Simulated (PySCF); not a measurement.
Isomers of C6H8F2Si.

All values: PBE0/pcSseg-1 (PySCF) at GFN2-xTB geometries, gas phase, one conformer each.

(1) Rank by the lowest Hirshfeld charge on any atom, highest value first.
A. `[CH3:1][C@@:2]1([F:3])[CH:4]=[CH:5][C:6]([F:7])=[CH:8][SiH2:9]1` with C1–C2–C4–C5 97°, C4–C5–C6–F7 -172°, C6–C8–Si9–C2 -18°, C1–C2–Si9–C8 -93°
B. `[CH3:1][C:2]#[C:3][Si@@H:4]([F:5])[CH2:6]/[CH:7]=[CH:8]\[F:9]` with C3–Si4–C6–C7 -55°, Si4–C6–C7–C8 96°
C. `[F:1][C:2]1=[CH:3][CH2:4][C@:5]([F:6])([SiH3:7])[CH:8]=[CH:9]1` with C2–C3–C4–C5 -22°, C3–C4–C5–F6 -88°, C4–C5–C8–C9 -19°, F1–C2–C9–C8 -171°
D. `[CH:1]#[C:2][SiH2:3]/[C:4]([CH2:5][F:6])=[C:7](/[CH3:8])[F:9]` with C2–Si3–C4–C5 -41°, Si3–C4–C5–F6 -127°
E. `[CH3:1][C:2]#[C:3][C@@H:4]([SiH3:5])/[C:6]([F:7])=[CH:8]\[F:9]` with C3–C4–C6–F7 146°

(2) Rank by the highest IAO charge on any atom, lowest value first.
A. `[F:1][C:2]1=[CH:3][CH2:4][C@:5]([F:6])([SiH3:7])[CH:8]=[CH:9]1` with C2–C3–C4–C5 -22°, C3–C4–C5–F6 -88°, C4–C5–C8–C9 -19°, F1–C2–C9–C8 -171°
B. `[CH:1]#[C:2][C@@H:3]1[CH2:4][SiH2:5][C@@H:6]([F:7])[C@@H:8]1[F:9]` with C2–C3–C4–Si5 -162°, C3–C4–Si5–C6 14°, C4–Si5–C6–F7 -103°, Si5–C6–C8–F9 81°
C. `[CH:1]#[C:2][SiH2:3]/[C:4]([CH2:5][F:6])=[C:7](/[CH3:8])[F:9]` with C2–Si3–C4–C5 -41°, Si3–C4–C5–F6 -127°
D. `[CH3:1][C:2]#[C:3][Si@@H:4]([F:5])[CH2:6]/[CH:7]=[CH:8]\[F:9]` with C3–Si4–C6–C7 -55°, Si4–C6–C7–C8 96°
E. `[CH3:1][C:2]#[C:3][C@@H:4]([SiH3:5])/[C:6]([F:7])=[CH:8]\[F:9]` with C3–C4–C6–F7 146°

(3) Rank by HOMO–LUMO gap, lowest first.
A. `[CH3:1][C:2]#[C:3][C@@H:4]([SiH3:5])/[C:6]([F:7])=[CH:8]\[F:9]` with C3–C4–C6–F7 146°
B. `[F:1][C:2]1=[CH:3][CH2:4][C@:5]([F:6])([SiH3:7])[CH:8]=[CH:9]1` with C2–C3–C4–C5 -22°, C3–C4–C5–F6 -88°, C4–C5–C8–C9 -19°, F1–C2–C9–C8 -171°
C. `[CH:1]#[C:2][C@@H:3]1[CH2:4][SiH2:5][C@@H:6]([F:7])[C@@H:8]1[F:9]` with C2–C3–C4–Si5 -162°, C3–C4–Si5–C6 14°, C4–Si5–C6–F7 -103°, Si5–C6–C8–F9 81°
D. `[CH3:1][C:2]#[C:3][Si@@H:4]([F:5])[CH2:6]/[CH:7]=[CH:8]\[F:9]` with C3–Si4–C6–C7 -55°, Si4–C6–C7–C8 96°
E. `[CH:1]#[C:2][SiH2:3]/[C:4]([CH2:5][F:6])=[C:7](/[CH3:8])[F:9]` with C2–Si3–C4–C5 -41°, Si3–C4–C5–F6 -127°

Results:

(1) E (-0.102 e), C (-0.130 e), D (-0.153 e), A (-0.180 e), B (-0.210 e).

(2) A (+0.595 e), E (+0.631 e), B (+0.728 e), C (+0.780 e), D (+1.233 e).

(3) B (5.32 eV), D (6.72 eV), E (6.91 eV), A (7.05 eV), C (8.17 eV).

All values together:

| SMILES | μ (D) | HOMO (eV) | LUMO (eV) | lowest IAO charge (e) | highest IAO charge (e) | lowest Hirshfeld charge (e) | highest Hirshfeld charge (e) |
| --- | --- | --- | --- | --- | --- | --- | --- |
| CC#C[C@@H]([SiH3])/C(F)=C\F | 0.96 | -6.84 | 0.21 | -0.435 (C) | +0.631 (Si) | -0.102 (C) | +0.322 (Si) |
| C#C[SiH2]/C(CF)=C(/C)F | 1.48 | -7.45 | -0.54 | -0.449 (C) | +0.780 (Si) | -0.153 (C) | +0.349 (Si) |
| CC#C[Si@@H](F)C/C=C\F | 1.64 | -7.02 | -0.29 | -0.565 (C) | +1.233 (Si) | -0.210 (F) | +0.452 (Si) |
| C[C@@]1(F)C=CC(F)=C[SiH2]1 | 0.97 | -6.99 | -1.70 | -0.515 (C) | +0.769 (Si) | -0.180 (C) | +0.340 (Si) |
| C#C[C@@H]1C[SiH2][C@@H](F)[C@@H]1F | 1.12 | -7.87 | 0.31 | -0.536 (C) | +0.728 (Si) | -0.158 (C) | +0.343 (Si) |
| FC1=CC[C@](F)([SiH3])C=C1 | 2.14 | -6.81 | -1.49 | -0.341 (F) | +0.595 (Si) | -0.130 (F) | +0.308 (Si) |

Conformers: `[CH3:1][C:2]#[C:3][C@@H:4]([SiH3:5])/[C:6]([F:7])=[CH:8]\[F:9]` with C3–C4–C6–F7 146°; `[CH:1]#[C:2][SiH2:3]/[C:4]([CH2:5][F:6])=[C:7](/[CH3:8])[F:9]` with C2–Si3–C4–C5 -41°, Si3–C4–C5–F6 -127°; `[CH3:1][C:2]#[C:3][Si@@H:4]([F:5])[CH2:6]/[CH:7]=[CH:8]\[F:9]` with C3–Si4–C6–C7 -55°, Si4–C6–C7–C8 96°; `[CH3:1][C@@:2]1([F:3])[CH:4]=[CH:5][C:6]([F:7])=[CH:8][SiH2:9]1` with C1–C2–C4–C5 97°, C4–C5–C6–F7 -172°, C6–C8–Si9–C2 -18°, C1–C2–Si9–C8 -93°; `[CH:1]#[C:2][C@@H:3]1[CH2:4][SiH2:5][C@@H:6]([F:7])[C@@H:8]1[F:9]` with C2–C3–C4–Si5 -162°, C3–C4–Si5–C6 14°, C4–Si5–C6–F7 -103°, Si5–C6–C8–F9 81°; `[F:1][C:2]1=[CH:3][CH2:4][C@:5]([F:6])([SiH3:7])[CH:8]=[CH:9]1` with C2–C3–C4–C5 -22°, C3–C4–C5–F6 -88°, C4–C5–C8–C9 -19°, F1–C2–C9–C8 -171°.
